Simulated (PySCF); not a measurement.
**BeSi from Hartree–Fock to correlated methods**

State: ³Σ⁻ (triplet), unpaired electrons π ↑↑. Set-up: PySCF, no relativity, basis sets Be pcseg-1, Si pcseg-1. De refers to Be + Si in their high-spin ground configurations, without counterpoise correction. The functionals are run spin-unrestricted. A positive dipole means Be(−)Si(+). Levels whose curve was spin-contaminated or gave no clean fit are not listed.

| Level | Re (Å) | ωe (cm⁻¹) | De (eV) | μ (D) |
| --- | --- | --- | --- | --- |
| UHF | 2.210 | 398 | 0.327 | -3.43 |
| UHF-MP2 | 2.133 | 611 | 0.91 | n/a |
| UHF-SCS-MP2 | 2.150 | 565 | 0.72 | n/a |
| UHF-CCSD | 2.192 | 490 | 0.67 | n/a |
| UHF-CCSD(T) | 2.175 | 526 | 0.82 | n/a |
| PBE | 2.129 | 577 | 1.71 | -2.00 |
| PBE0 | 2.130 | 551 | 1.49 | -2.21 |
| B97-3 | 2.128 | 561 | 1.37 | -2.30 |

Q: Which functional lies closest to UHF-CCSD(T) in De, which farthest, and by how much do they differ from it?

A: Closest is B97-3 (-4.7 pm in Re, +6.7 % in ωe, +0.55 eV in De against UHF-CCSD(T) in the same basis), farthest PBE (-4.6 pm in Re, +9.7 % in ωe, +0.89 eV in De). CCSD(T) converges more slowly with the basis than the functionals do and binds too weakly in this one, so the order can change at the basis-set limit.

Q: What does second-order correlation do here, going from UHF to UHF-MP2?

A: UHF-MP2 less UHF: -7.7 pm in Re, +53.5 % in ωe, +0.58 eV in De. Correlation nearly always deepens the well. The bond shortens, as in weak, metallic or heavy-atom bonds, where dispersion and the correlation of outer-core electrons pull the atoms together.

Q: What does all correlation do here, going from UHF to UHF-CCSD(T)?

A: UHF-CCSD(T) less UHF: -3.5 pm in Re, +32.2 % in ωe, +0.49 eV in De. Correlation nearly always deepens the well. The bond shortens, as in weak, metallic or heavy-atom bonds, where dispersion and the correlation of outer-core electrons pull the atoms together.

Correlated steps freeze 5 core orbitals. Correlated levels converge slowly with the basis: in double zeta they bind strong bonds too weakly, by up to about 1 eV, and carry superposition errors of some tenths. The CCSD T1 diagnostic is raised, a sign that a single reference may not be enough here. The state is the lowest determinant that a PBE0 search found; another state may lie lower at other levels.

The whole job (state search and all levels along the bond) took about 1.4 min on 1 thread of Intel Xeon Platinum 8375C @ 2.90GHz (shared host), peak memory 0.35 GiB.
